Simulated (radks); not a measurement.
Species: the indium ion In2+. Configuration: [Kr] 4d10 5s1 (the NIST ground configuration).

Method: scalar-relativistic Kohn-Sham, r2SCAN, spin-polarised, spherical densities, finite nucleus; open shells are filled with parallel spins first (spin-orbit coupling, left out, can overturn this in heavy ions); meta-GGA in the generalised Kohn-Sham scheme; Fermi nuclear charge, rms radius 4.6156 fm; computed with a radial shooting solver on a logarithmic mesh with Libxc functionals.

Energy parts (hartree):
| part | energy |
|---|---|
| total | -5881.42047 |
| kinetic | 6130.29043 |
| electron-nucleus | -14189.62602 |
| Hartree | 2337.56095 |
| exchange-correlation | -159.64584 |

Orbitals (lengths in bohr, moments of r in powers of bohr; <r^-3> diverges for s and p1/2):
1s up: occ. 1; eigenvalue (hartree) -1022.518; <r^2> 0.001195; <r^4> 3.725e-06
1s down: occ. 1; eigenvalue (hartree) -1022.516; <r^2> 0.001195; <r^4> 3.725e-06
2s down: occ. 1; eigenvalue (hartree) -154.2155; <r^2> 0.01946; <r^4> 0.0006517
2s up: occ. 1; eigenvalue (hartree) -154.2153; <r^2> 0.01946; <r^4> 0.0006516
2p up: occ. 3; eigenvalue (hartree) -138.3758; <r^-3> 4375; <r^2> 0.01537; <r^4> 0.0004690
2p down: occ. 3; eigenvalue (hartree) -138.3757; <r^-3> 4374; <r^2> 0.01537; <r^4> 0.0004690
3s up: occ. 1; eigenvalue (hartree) -30.02539; <r^2> 0.1383; <r^4> 0.02927
3s down: occ. 1; eigenvalue (hartree) -30.02414; <r^2> 0.1383; <r^4> 0.02926
3p up: occ. 3; eigenvalue (hartree) -24.79901; <r^-3> 803.8; <r^2> 0.1394; <r^4> 0.03118
3p down: occ. 3; eigenvalue (hartree) -24.79772; <r^-3> 803.9; <r^2> 0.1394; <r^4> 0.03117
3d up: occ. 5; eigenvalue (hartree) -16.70214; <r^-3> 109.8; <r^2> 0.1250; <r^4> 0.02902
3d down: occ. 5; eigenvalue (hartree) -16.70118; <r^-3> 109.8; <r^2> 0.1250; <r^4> 0.02902
4s up: occ. 1; eigenvalue (hartree) -5.18064; <r^2> 0.8190; <r^4> 1.004
4s down: occ. 1; eigenvalue (hartree) -5.17807; <r^2> 0.8183; <r^4> 0.9996
4p up: occ. 3; eigenvalue (hartree) -3.61937; <r^-3> 137.7; <r^2> 0.9763; <r^4> 1.491
4p down: occ. 3; eigenvalue (hartree) -3.61637; <r^-3> 137.8; <r^2> 0.9726; <r^4> 1.471
4d up: occ. 5; eigenvalue (hartree) -1.36751; <r^-3> 12.39; <r^2> 1.628; <r^4> 4.978
4d down: occ. 5; eigenvalue (hartree) -1.35597; <r^-3> 12.60; <r^2> 1.581; <r^4> 4.591
5s up: occ. 1; eigenvalue (hartree) -0.89563; <r^2> 6.122; <r^4> 55.90
5s down: occ. 0; eigenvalue (hartree) -0.81731; <r^2> 6.166; <r^4> 57.86
5p up: occ. 0; eigenvalue (hartree) -0.59824; <r^-3> 13.44; <r^2> 8.314; <r^4> 102.8
5p down: occ. 0; eigenvalue (hartree) -0.53779; <r^-3> 11.81; <r^2> 9.488; <r^4> 141.4

The highest occupied level is 5s up at -24.371 eV. The spin density at the nucleus is 39.53 e/bohr^3 (1s 0.29, 2s 0.19, 3s 0.03, 4s 0.24, 5s 38.78). Summed over all electrons, <r^2> = 32.15 bohr^2, which gives a Langevin (diamagnetic) susceptibility term of -25.5 x 10^-6 cm^3/mol.
